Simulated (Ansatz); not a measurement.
System: GeH, charge 0, multiplicity 2. SMILES: [GeH]
Geometry from a B3LYP-D3(BJ)/def2-TZVP (Ansatz, a first-principles code) optimisation:
```xyz
2

Ge     0.0000     0.0000    -0.0487
H      0.0000     0.0000     1.5577
```
Charge 0, spin multiplicity 2.

Property: atomisation energy (electronic, to ground-state atoms), in kcal/mol. Correlated levels leave the core frozen unless marked. UHF or UKS for open shells. No spin-orbit coupling. Frozen are the shells of the preceding noble gas and the d and f shells that filled before the atom's block. Non-relativistic. The coupled-cluster limit lacks core correlation, which all-electron functionals hold. Basis-set limits of correlation are two-point, X^-3; Hartree-Fock from the larger set (for Q and 5 zeta extrapolated as (X+1)exp(-9√X)).

```csv
level,program,atomisation energy (kcal/mol)
HF/6-31G,Ansatz,40.0
SVWN5/def2-TZVPD,Ansatz,76.9
B3LYP-D4/def2-TZVPD,Ansatz + dftd4,70.0
B3LYP/def2-TZVPD,Ansatz,69.6
CAM-B3LYP-D3(BJ)/def2-TZVPD,Ansatz + dftd3,69.6
B2GP-PLYP-D4/def2-TZVPD,Ansatz + dftd4,66.3
CCSD/aug-cc-pVTZ,Ansatz,66.1
CCSD/aug-cc-pVQZ,Ansatz,66.9
CCSD(T)/def2-SVPD,Ansatz,63.3
"CCSD(T)/CBS(cc-pVQZ,cc-pV5Z)",Ansatz,67.8
```
